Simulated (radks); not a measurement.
Problem. Charge is removed step by step from the 6s level of Ce, starting from [Xe] 4f1 5d1 6s2. Code: a radial shooting solver on a logarithmic mesh with Libxc functionals. Model: scalar-relativistic Kohn-Sham, r2SCAN, spin-unpolarised, spherical densities, finite nucleus; meta-GGA in the generalised Kohn-Sham scheme; Fermi nuclear charge, rms radius 4.8771 fm. At the starting occupation the eigenvalue is -3.831 eV. Estimate the energy to remove one whole electron from this level, the eigenvalue at the end, and how far E(n) bends from a straight line.

Solution. Delta-SCF 6.074 eV; final eigenvalue -8.354 eV; the deviation from the straight line is -0.567 eV at 0.5 electron removed, the largest on the grid computed. Slater's transition state (half an electron removed) gives 6.067 eV. Integrating minus the eigenvalue over the occupation (Janak's theorem) gives 6.075 eV. In this scalar-relativistic scheme the density is built from large components alone, so the theorem holds only approximately. The mean slope of the eigenvalue, de/dn, is 4.52 eV per electron.
